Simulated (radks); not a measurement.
The numbers below are computed, except where a source is named.
Q: These are the eigenvalues of the occupied orbitals of an atom or ion with whole-number occupations (hartree). Level of theory: Dirac Kohn-Sham, PBE, spin-unpolarised, spherical densities, finite nucleus; Fermi nuclear charge, rms radius of each element as measured or else 0.836 A^(1/3) + 0.57 fm (a radial shooting solver on a logarithmic mesh with Libxc functionals).

orbital  eigenvalue
1s1/2     -263.7778
2s1/2     -36.93140
2p1/2     -32.77606
2p3/2     -32.31763
3s1/2      -9.41268
3p1/2      -8.14883
3p3/2      -8.07582

Which element is it, and in what charge state? The configuration may be excited. Open shells, if any, fill j = l - 1/2 first.

A: Z = 26, iron, charge +8: Fe8+ in [Ar]. The list shows which subshells hold electrons but not how many an open one holds; the 1s level, -263.78 hartree, gives Z - s = 23.0 by -(Z - s)^2/2, which with screening and relativity narrows Z to a few neighbours, and the depths of the outer levels then fix element, charge and occupations together.
